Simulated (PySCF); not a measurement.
C₅H₄F₂. Atoms are numbered in the order given.

```xyz
11

C      1.0824    -2.1434     0.0000
C      0.3848    -1.1570     0.0000
C     -0.4602     0.0462     0.0000
F     -1.2792     0.0155    -1.0858
F     -1.2792     0.0155     1.0858
C      0.2835     1.3488     0.0000
C      1.6062     1.4811     0.0000
H      1.6949    -3.0270     0.0000
H     -0.3865     2.2150     0.0000
H      2.2655     0.6085     0.0000
H      2.0717     2.4692     0.0000
```

Coordinates come from a PBE0-D3(BJ)/def2-SVP optimisation. The values are those of a single conformer.

These are r2SCAN/def2-TZVP run with PySCF values and carry that method's errors.

Atomic charges (e):

| atom | Löwdin | meta-Löwdin |
|---|---|---|
| C1 | -0.05 | -0.16 |
| C2 | -0.06 | -0.07 |
| C3 | -0.52 | 0.56 |
| F4 | 0.19 | -0.28 |
| F5 | 0.19 | -0.28 |
| C6 | -0.15 | -0.14 |
| C7 | -0.16 | -0.23 |
| H8 | 0.14 | 0.19 |
| H9 | 0.15 | 0.14 |
| H10 | 0.14 | 0.14 |
| H11 | 0.13 | 0.14 |

Problem. Give the Mayer and Wiberg (Löwdin basis) orders of the bonds. (Estimate from the structure and the level; the computed values follow.)

Solution. 
```tsv
bond	Mayer	Wiberg
C1–C2	2.70	2.94
C2–C3	1.24	1.16
C3–F4	1.08	1.67
C3–F5	1.08	1.67
C3–C6	1.00	1.14
C6–C7	1.90	2.17
C1–H8	0.93	0.91
C6–H9	0.95	0.81
C7–H10	0.95	0.87
C7–H11	0.96	0.88
```
